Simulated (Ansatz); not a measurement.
(1) Predict a relaxed structure of the cluster Ag2H, charge 0, doublet, at r2SCAN-D4/def2-TZVP (Ansatz).

## Answers

(1) 
| atom | x (Å) | y (Å) | z (Å) |
| --- | --- | --- | --- |
| Ag1 | 1.1935 | 0.8654 | 0.3301 |
| Ag2 | -0.8083 | -1.0978 | -0.6520 |
| H3 | -0.3852 | 0.2324 | 0.3219 |
 This is one stationary point.

In the def2 sets Ag takes a core potential; there is no spin–orbit coupling. The structure comes from a short search, and lower isomers may exist.
